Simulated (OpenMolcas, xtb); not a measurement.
**GaSiH4F (SMILES [F][GaH][SiH3]): methods side by side**

The species is GaSiH4F (7 atoms), meant as a singlet with charge 0. As SMILES, `[F][GaH][SiH3]`. The shape is that of a PBE0-D4/def2-TZVP optimisation.

Quantity: the vertical ionisation energy (to the doublet cation), in eV. The values are calculated.

| level | kind | program | value (eV) | less CCSD(T)/def2-SVP | CPU time (all runs) |
| --- | --- | --- | --- | --- | --- |
| GFN2-xTB | semi-empirical | xtb | 13.40 | +3.22 | under 2 s |
| HF/def2-SVP | Hartree–Fock | OpenMolcas | 9.82 | -0.36 | 11 s |
| SVWN5/def2-SVP | LDA | OpenMolcas | 9.97 | -0.21 | 29 s |
| PBE/def2-SVP | GGA | OpenMolcas | 9.84 | -0.34 | 48 s |
| revPBE/def2-SVP | GGA | OpenMolcas | 9.80 | -0.38 | 49 s |
| M06-L/def2-SVP | meta-GGA | OpenMolcas | 10.01 | -0.17 | 62 s |
| BHLYP/def2-SVP | global hybrid | OpenMolcas | 10.31 | +0.13 | 40 s |
| PBE0/def2-SVP | global hybrid | OpenMolcas | 10.17 | -0.01 | 39 s |
| CCSD(T)/def2-SVP, open shells restricted | coupled cluster or CI | OpenMolcas | 10.18 | 0.00 | 71 s |

Differences are taken from CCSD(T)/def2-SVP, open shells restricted for orientation; it has basis-set and higher-order errors of its own. All-electron rows without a relativistic Hamiltonian named are non-relativistic. The values span 9.80 to 13.40 eV. The xTB values lack the empirical shift that such differences need. In the correlated wave-function rows the outer d shell of Ga is correlated, in sets not made for it. CPU times are rough (shared hosts, several kinds of processor and program).
